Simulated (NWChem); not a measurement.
System: BN$_{2}$H$_{4}$Br; SMILES NB(N)Br

Here is an NWChem input.

```
start job
memory heap 200 mb stack 900 mb global 1100 mb
geometry units angstroms noautoz
  B      0.000000     0.000000    -0.953989
  Br     0.000000     0.000000     1.003896
  N      0.000000     1.247913    -1.600008
  H      0.000000     2.116575    -1.086937
  H      0.000000     1.355090    -2.604760
  N      0.000000    -1.247913    -1.600008
  H      0.000000    -1.355090    -2.604760
  H      0.000000    -2.116575    -1.086937
end
basis spherical
  * library def2-svpd
end
dft
  xc b3lyp
  iterations 150
  vectors input atomic output neutral.movecs
end
task dft energy
charge 1
dft
  odft
  mult 2
  vectors input atomic output cation.movecs
end
task dft energy
charge -1
dft
  odft
  mult 2
  vectors input atomic output anion.movecs
end
task dft energy
```

Parts of the log:

```
             Northwest Computational Chemistry Package (NWChem) 7.3.0
             --------------------------------------------------------

 C2V symmetry detected

                             Geometry "geometry" -> ""
                             -------------------------

 Output coordinates in angstroms (scale by  1.889725989 to convert to a.u.)

  No.       Tag          Charge          X              Y              Z
 ---- ---------------- ---------- -------------- -------------- --------------
    1 B                    5.0000     0.00000000     0.00000000    -0.96403916
    2 Br                  35.0000     0.00000000     0.00000000     0.99384584
    3 N                    7.0000     0.00000000     1.24791300    -1.61005816
    4 H                    1.0000     0.00000000     2.11657500    -1.09698716
    5 H                    1.0000     0.00000000     1.35509000    -2.61481016
    6 N                    7.0000     0.00000000    -1.24791300    -1.61005816
    7 H                    1.0000     0.00000000    -1.35509000    -2.61481016
    8 H                    1.0000     0.00000000    -2.11657500    -1.09698716

 Effective nuclear repulsion energy (a.u.)     221.6123069203

      Symmetry information
      --------------------

 Group name             C2v
 Group number             16
 Group order               4
 No. of unique centers     5

                                 NWChem DFT Module
                                 -----------------

 Summary of "ao basis" -> "ao basis" (spherical)
 ------------------------------------------------------------------------------
       Tag                 Description            Shells   Functions and Types
 ---------------- ------------------------------  ------  ---------------------
 B                         def2-svpd                 8       20   4s2p2d
 Br                        def2-svpd                15       41   6s5p4d
 N                         def2-svpd                 8       20   4s2p2d
 H                         def2-svpd                 4        8   2s2p

      Symmetry analysis of basis
      --------------------------

        a1         55
        a2         16
        b1         23
        b2         39

            General Information
            -------------------
          SCF calculation type: DFT
          Wavefunction type:  closed shell.
          No. of atoms     :     8
          No. of electrons :    58
           Alpha electrons :    29
            Beta electrons :    29
          Charge           :     0
          Spin multiplicity:     1
          Use of symmetry is: on ; symmetry adaption is: on
          Maximum number of iterations: 150
          AO basis - number of functions:   133
                     number of shells:    55
          Convergence on energy requested:  1.00D-06
          Convergence on density requested:  1.00D-05
          Convergence on gradient requested:  5.00D-04

              XC Information
              --------------
                         B3LYP Method XC Potential
                     Hartree-Fock (Exact) Exchange  0.200
                        Slater Exchange Functional  0.800 local
                    Becke 1988 Exchange Functional  0.720 non-local
              Lee-Yang-Parr Correlation Functional  0.810
                  VWN I RPA Correlation Functional  0.190 local

             Grid Information
             ----------------
          Grid used for XC integration:  medium
          Radial quadrature: Mura-Knowles
          Angular quadrature: Lebedev.
          Tag              B.-S. Rad. Rad. Pts. Rad. Cut. Ang. Pts.
          ---              ---------- --------- --------- ---------
          B                   0.85       49          11.0       434
          Br                  1.15      112          11.0       590
          N                   0.65       49          11.0       434
          H                   0.35       45          13.0       434
          Grid pruning is: on
          Number of quadrature shells:   300
          Spatial weights used:  Erf1

      Superposition of Atomic Density Guess
      -------------------------------------

 Sum of atomic energies:       -2707.07861593

      Non-variational initial energy
      ------------------------------

 Total energy =   -2709.000095
 1-e energy   =   -4203.785893
 2-e energy   =    1273.173491
 HOMO         =      -0.344266
 LUMO         =       0.030924

      Symmetry analysis of molecular orbitals - initial
      -------------------------------------------------

  Numbering of irreducible representations:

     1 a1          2 a2          3 b1          4 b2

  Orbital symmetries:

     1 a1          2 a1          3 a1          4 b2          5 b1
     6 a1          7 b2          8 a1          9 a1         10 a1
    11 b2         12 b1         13 a1         14 b2         15 b1
    16 a1         17 a2         18 a1         19 b2         20 a1
    21 a1         22 a1         23 b2         24 b2         25 a1
    26 b1         27 b2         28 b1         29 a2         30 a1
    31 a1         32 b2         33 b1         34 a1         35 b1
    36 b2         37 a1         38 a1         39 b2

   convergence    iter        energy       DeltaE   RMS-Dens  Diis-err
 ---------------- ----- ----------------- --------- --------- ---------
 d= 0,ls=0.0,diis     1  -2710.6266902970 -2.93D+03  1.11D-02  5.98D-01
 d= 0,ls=0.0,diis     2  -2710.6516351875 -2.49D-02  4.32D-03  4.04D-01
 d= 0,ls=0.0,diis     3  -2710.6869935411 -3.54D-02  1.05D-03  4.31D-02
 d= 0,ls=0.0,diis     4  -2710.6915543958 -4.56D-03  2.95D-04  2.00D-03
 d= 0,ls=0.0,diis     5  -2710.6917127723 -1.58D-04  7.98D-05  1.03D-04
  Resetting Diis
 d= 0,ls=0.0,diis     6  -2710.6917236331 -1.09D-05  2.18D-05  6.43D-06
 d= 0,ls=0.0,diis     7  -2710.6917244716 -8.39D-07  1.04D-05  3.28D-07
 d= 0,ls=0.0,diis     8  -2710.6917244529  1.87D-08  4.95D-06  4.57D-07

         Total DFT energy =    -2710.691724452905
      One electron energy =    -4208.146207101348
           Coulomb energy =     1386.637561151649
    Exchange-Corr. energy =     -110.795385423475
 Nuclear repulsion energy =      221.612306920270

 Numeric. integr. density =       58.000012201981

                  Occupations of the irreducible representations
                  ----------------------------------------------

                     irrep           alpha         beta
                     --------     --------     --------
                     a1               14.0         14.0
                     a2                2.0          2.0
                     b1                5.0          5.0
                     b2                8.0          8.0

                       DFT Final Molecular Orbital Analysis
                       ------------------------------------

 Vector   27  Occ=2.000000D+00  E=-2.825228D-01  Symmetry=b2
              MO Center= -4.8D-18, -5.1D-14,  9.0D-01, r^2= 1.8D+00
   Bfn.  Coefficient  Atom+Function         Bfn.  Coefficient  Atom+Function
  ----- ------------  ---------------      ----- ------------  ---------------
    37      0.578566  2 Br py                34      0.533903  2 Br py
    31     -0.351862  2 Br py                28      0.114293  2 Br py
    65     -0.093487  3 N  s                101      0.093487  6 N  s
    40      0.084555  2 Br py                 9      0.061498  1 B  py
    68      0.059555  3 N  pz               104     -0.059555  6 N  pz

 Vector   28  Occ=2.000000D+00  E=-2.767588D-01  Symmetry=b1
              MO Center=  4.9D-16, -4.2D-14,  4.8D-01, r^2= 2.8D+00
   Bfn.  Coefficient  Atom+Function         Bfn.  Coefficient  Atom+Function
  ----- ------------  ---------------      ----- ------------  ---------------
    36      0.519653  2 Br px                33      0.495159  2 Br px
    30     -0.324467  2 Br px                66      0.186528  3 N  px
   102      0.186528  6 N  px                69     -0.125033  3 N  px
   105     -0.125033  6 N  px                27      0.105360  2 Br px
    39      0.048368  2 Br px                 5      0.046613  1 B  px

 Vector   29  Occ=2.000000D+00  E=-2.674999D-01  Symmetry=a2
              MO Center=  1.7D-15,  6.2D-14, -1.6D+00, r^2= 2.6D+00
   Bfn.  Coefficient  Atom+Function         Bfn.  Coefficient  Atom+Function
  ----- ------------  ---------------      ----- ------------  ---------------
    66      0.430640  3 N  px               102     -0.430640  6 N  px
    69     -0.297447  3 N  px               105      0.297447  6 N  px
    16     -0.066537  1 B  d -2              11     -0.047642  1 B  d -2
    95     -0.036086  5 H  px               123      0.036086  7 H  px
    87     -0.026535  4 H  px               131      0.026535  8 H  px

 Vector   30  Occ=0.000000D+00  E=-9.053534D-03  Symmetry=a1
              MO Center= -3.3D-14,  9.4D-13, -1.7D+00, r^2= 1.1D+01
   Bfn.  Coefficient  Atom+Function         Bfn.  Coefficient  Atom+Function
  ----- ------------  ---------------      ----- ------------  ---------------
     4      4.458353  1 B  s                 65     -3.924822  3 N  s
   101     -3.924822  6 N  s                  3      2.572349  1 B  s
    26     -1.458874  2 Br s                 20     -0.822910  1 B  d  2
    10     -0.798263  1 B  pz                41      0.641762  2 Br pz
    83      0.559611  4 H  s                127      0.559611  8 H  s

 Vector   31  Occ=0.000000D+00  E= 3.485562D-02  Symmetry=a1
              MO Center= -9.3D-14,  4.5D-12,  1.7D+00, r^2= 8.6D+00
   Bfn.  Coefficient  Atom+Function         Bfn.  Coefficient  Atom+Function
  ----- ------------  ---------------      ----- ------------  ---------------
    41      1.402972  2 Br pz                 3      1.056696  1 B  s
    65     -1.027762  3 N  s                101     -1.027762  6 N  s
     4      0.729524  1 B  s                 26     -0.731092  2 Br s
    91      0.636947  5 H  s                119      0.636947  7 H  s
    10      0.397451  1 B  pz                 7     -0.329799  1 B  pz

 Vector   32  Occ=0.000000D+00  E= 3.570381D-02  Symmetry=b2
              MO Center= -1.5D-15, -5.7D-12, -9.8D-01, r^2= 1.3D+01
   Bfn.  Coefficient  Atom+Function         Bfn.  Coefficient  Atom+Function
  ----- ------------  ---------------      ----- ------------  ---------------
    65      3.006751  3 N  s                101     -3.006751  6 N  s
    91     -1.513849  5 H  s                119      1.513849  7 H  s
    83     -0.974765  4 H  s                127      0.974765  8 H  s
    40      0.871606  2 Br py                 9     -0.800020  1 B  py
    97     -0.557122  5 H  pz               125      0.557122  7 H  pz

     Multipole analysis of the density
     ---------------------------------

     L   x y z        total         alpha         beta         nuclear
     -   - - -        -----         -----         ----         -------
     0   0 0 0     -0.000000    -29.000000    -29.000000     58.000000

     1   1 0 0     -0.000000     -0.000000     -0.000000      0.000000
     1   0 1 0      0.000000      0.000000      0.000000      0.000000
     1   0 0 1     -1.202327     -0.601164     -0.601164      0.000000

     2   2 0 0    -29.981339    -14.990670    -14.990670      0.000000
     2   1 1 0      0.000000      0.000000      0.000000      0.000000
     2   1 0 1     -0.000000     -0.000000     -0.000000      0.000000
     2   0 2 0    -23.366538    -73.166878    -73.166878    122.967219
     2   0 1 1     -0.000000     -0.000000     -0.000000     -0.000000
     2   0 0 2    -22.687802   -174.881934   -174.881934    327.076065

                                 NWChem DFT Module
                                 -----------------

      Symmetry analysis of basis
      --------------------------

        a1         55
        a2         16
        b1         23
        b2         39

            General Information
            -------------------
          SCF calculation type: DFT
          Wavefunction type:  spin polarized.
          No. of atoms     :     8
          No. of electrons :    57
           Alpha electrons :    29
            Beta electrons :    28
          Charge           :     1
          Spin multiplicity:     2
          Use of symmetry is: on ; symmetry adaption is: on
          Maximum number of iterations: 150
          AO basis - number of functions:   133
                     number of shells:    55
          Convergence on energy requested:  1.00D-06
          Convergence on density requested:  1.00D-05
          Convergence on gradient requested:  5.00D-04

              XC Information
              --------------
                         B3LYP Method XC Potential
                     Hartree-Fock (Exact) Exchange  0.200
                        Slater Exchange Functional  0.800 local
                    Becke 1988 Exchange Functional  0.720 non-local
              Lee-Yang-Parr Correlation Functional  0.810
                  VWN I RPA Correlation Functional  0.190 local

             Grid Information
             ----------------
          Grid used for XC integration:  medium
          Radial quadrature: Mura-Knowles
          Angular quadrature: Lebedev.
          Tag              B.-S. Rad. Rad. Pts. Rad. Cut. Ang. Pts.
          ---              ---------- --------- --------- ---------
          B                   0.85       49          11.0       434
          Br                  1.15      112          11.0       590
          N                   0.65       49          11.0       434
          H                   0.35       45          13.0       434
          Grid pruning is: on
          Number of quadrature shells:   300
          Spatial weights used:  Erf1

      Superposition of Atomic Density Guess
      -------------------------------------

 Sum of atomic energies:       -2707.07861593

 Renormalizing density from      58.00 to     57

      Non-variational initial energy
      ------------------------------

 Total energy =   -2680.045092
 1-e energy   =   -4131.306826
 2-e energy   =    1229.649427
 HOMO         =      -0.604268
 LUMO         =      -0.214142

   Symmetry analysis of molecular orbitals - initial alpha
   -------------------------------------------------------

  Numbering of irreducible representations:

     1 a1          2 a2          3 b1          4 b2

  Orbital symmetries:

     1 a1          2 a1          3 a1          4 b2          5 b1
     6 a1          7 b2          8 a1          9 a1         10 b2
    11 b1         12 a1         13 a1         14 b2         15 b1
    16 a1         17 a2         18 a1         19 b2         20 a1
    21 a1         22 a1         23 b2         24 b2         25 a1
    26 b1         27 b2         28 b1         29 a2         30 a1
    31 b1         32 a1         33 b2         34 a1         35 b1
    36 b2         37 a1         38 a1         39 a2

   Symmetry analysis of molecular orbitals - initial beta
   ------------------------------------------------------

  Numbering of irreducible representations:

     1 a1          2 a2          3 b1          4 b2

  Orbital symmetries:

     1 a1          2 a1          3 a1          4 b2          5 b1
     6 a1          7 b2          8 a1          9 a1         10 b2
    11 b1         12 a1         13 a1         14 b2         15 b1
    16 a1         17 a2         18 a1         19 b2         20 a1
    21 a1         22 a1         23 b2         24 b2         25 a1
    26 b1         27 b2         28 b1         29 a2         30 a1
    31 b1         32 a1         33 b2         34 a1         35 b1
    36 b2         37 a1         38 a1         39 a2

[...]
```

Level: B3LYP/def2-SVPD, vertical spin-unrestricted ions. Geometry: optimised at PBE0/def2-SVP. B3LYP is NWChem's, with the RPA form of VWN correlation.
